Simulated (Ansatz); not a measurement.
Basis-set extrapolation for C2H3BO (`B1C=CO1`) (PBE0-D4/def2-TZVP geometry, frozen core, Ansatz 0.2.0). Multiplicity 1, RHF reference.

```json
{"": "HF", "def2-TZVPP": "-177.053342", "def2-QZVPP": "-177.061453"}
{"": "MP2 correlation", "def2-TZVPP": "-0.639270", "def2-QZVPP": "-0.684275"}
{"": "CCSD(T) correlation", "def2-TZVPP": "-0.688380", "def2-QZVPP": "not run"}
```

Energies in hartree. Use E(X) = E(∞) + A·exp(−7.88·√X) for Hartree–Fock and E(X) = E(∞) + B·X^(−2.97) for correlation, with X = 3 and 4, and add CCSD(T) minus MP2 of the smaller set to the MP2 limit.

Question: What is the CCSD(T) energy at the basis-set limit?

Answer: HF limit: -177.061453 + (-0.008111) × 0.13774 = -177.06257. MP2 limit: -0.684275 + (-0.045005) × 0.74074 = -0.71761. Higher-order term: -0.688380 − (-0.639270) = -0.04911. Total: -177.82929 hartree, 2.38 eV below CCSD(T)/def2-TZVPP.
